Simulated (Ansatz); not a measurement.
`[SH][Al]([Cl])[Cl]` + `BO` → `B[O][Al]([Cl])[Cl]` + H₂S at 600 K and 1 bar (ligand exchange at the Al–S bond).

Program: Ansatz. Geometries: PBE0-D4/def2-TZVP. ΔE: electronic, gas phase. CBS: MP2 limit from def2 TZ/QZ plus the TZ coupled-cluster correction, frozen cores. This one scheme is used for every species. One conformer a species, not always the lowest.

```tsv
species	CCSD(T)/CBS energy (Eh)	H − E (kJ/mol)	S (J/(mol·K))
`[SH][Al]([Cl])[Cl]`	-1560.13922	79.5	401.3
`BO`	-101.80414	119.7	267.1
`B[O][Al]([Cl])[Cl]`	-1262.97636	131.0	441.0
H₂S	-398.97279	60.8	230.9
```

H − E and S are ideal-gas, rigid-rotor, harmonic terms from PBE0-D4/def2-TZVP, for one conformer and one mirror image of each species. 1 Eh = 2625.50 kJ/mol, R = 8.31446 J/(mol·K).

By hand: ΔE, ΔH, ΔS and ΔG.

ΔE = (-1262.97636) + (-398.97279) − (-1560.13922) − (-101.80414) = -0.00579 Eh = -15.2 kJ/mol. Δ(H − E) = 131.0 + 60.8 − 79.5 − 119.7 = -7.4, so ΔH = -22.6 kJ/mol. ΔS = 441.0 + 230.9 − 401.3 − 267.1 = 3.5 J/(mol·K). ΔG = -22.6 − 600 × (3.5)/1000 = -24.7 kJ/mol.

By hand: the equilibrium constant, and the temperature at which ΔG would vanish if ΔH and ΔS stayed fixed.

log₁₀ K = −ΔG/(RT ln 10) = 2.2. ΔH and −TΔS have one sign here, so there is no such temperature.

The number of gas molecules stays the same, so ΔS is small and ΔH decides. A doubt of 5 kJ/mol in ΔE shifts log₁₀ K by 0.4 here. Other conformers and mirror images would add mixing entropy, several J/(mol·K) or more a flexible species. These are equilibria of isolated gas molecules and say nothing of rates. Largest T1 diagnostic: 0.014 (customary marks: 0.02 for closed shells, 0.045 for open ones).

ΔS is within the doubt of such terms, so its sign, and with it that verdict, could turn.
